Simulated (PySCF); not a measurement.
Zn, singlet; PySCF with SVWN5/6-31G**.

The PySCF input:
```python
from pyscf import gto, scf, dft

mol = gto.Mole()
mol.atom = '''
    Zn    0.000000    0.000000    0.000000
'''
mol.basis = '6-31g**'
mol.charge = 0
mol.spin = 0
mol.verbose = 4
mol.build()

mf = dft.RKS(mol)
mf.xc = 'lda,vwn'
mf.grids.prune = dft.gen_grid.sg1_prune
mf.kernel()
mf.analyze()
```

What does PySCF print? Leave out banner, timings and long lists.


```
PySCF version 2.14.0

[INPUT] verbose = 4
[INPUT] num. atoms = 1
[INPUT] num. electrons = 30
[INPUT] charge = 0
[INPUT] spin (= nelec alpha-beta = 2S) = 0
[INPUT] symmetry False subgroup None
[INPUT] Mole.unit = angstrom
[INPUT] Symbol           X                Y                Z      unit          X                Y                Z       unit  Magmom
[INPUT]  1 Zn     0.000000000000   0.000000000000   0.000000000000 AA    0.000000000000   0.000000000000   0.000000000000 Bohr   0.0

nuclear repulsion = 0
number of shells = 12
number of NR pGTOs = 97
number of NR cGTOs = 34
basis = 6-31g**
ecp = {}

******** <class 'pyscf.dft.rks.RKS'> ********
method = RKS
initial guess = minao
damping factor = 0
level_shift factor = 0
DIIS = <class 'pyscf.scf.diis.CDIIS'>
diis_start_cycle = 1
diis_space = 8
diis_damp = 0
SCF conv_tol = 1e-09
SCF conv_tol_grad = None
SCF max_cycles = 50
direct_scf = True
direct_scf_tol = 1e-13
XC library pyscf.dft.libxc version 7.1.2
    S. Lehtola, C. Steigemann, M. J. T. Oliveira, and M. A. L. Marques,  SoftwareX 7, 1–5 (2018)
XC functionals = lda,vwn
    P. A. M. Dirac,  Math. Proc. Cambridge Philos. Soc. 26, 376 (1930)
    F. Bloch,  Z. Phys. 57, 545 (1929)
    S. H. Vosko, L. Wilk, and M. Nusair,  Can. J. Phys. 58, 1200 (1980)
radial grids:
    Treutler-Ahlrichs [JCP 102, 346 (1995); DOI:10.1063/1.469408] (M4) radial grids

becke partition: Becke, JCP 88, 2547 (1988); DOI:10.1063/1.454033
pruning grids: <function sg1_prune>
grids dens level: 3
symmetrized grids: False
atomic radii adjust function: <function treutler_atomic_radii_adjust>
small_rho_cutoff = 0
Set gradient conv threshold to 3.16228e-05
Initial guess from minao.
Traceback (most recent call last):
  File "input.py", line 16, in <module>
  File "<string>", line 2, in kernel
  File "site-packages/pyscf/scf/hf.py", line 2099, in scf
  File "site-packages/pyscf/scf/hf.py", line 132, in kernel
  File "site-packages/pyscf/dft/rks.py", line 70, in get_veff
  File "site-packages/pyscf/dft/rks.py", line 506, in initialize_grids
  File "site-packages/pyscf/dft/gen_grid.py", line 653, in build
  File "<string>", line 6, in gen_atomic_grids
  File "site-packages/pyscf/dft/gen_grid.py", line 318, in gen_atomic_grids
  File "site-packages/pyscf/dft/gen_grid.py", line 81, in sg1_prune
IndexError: index 30 is out of bounds for axis 0 with size 19
```

The program refused the input.
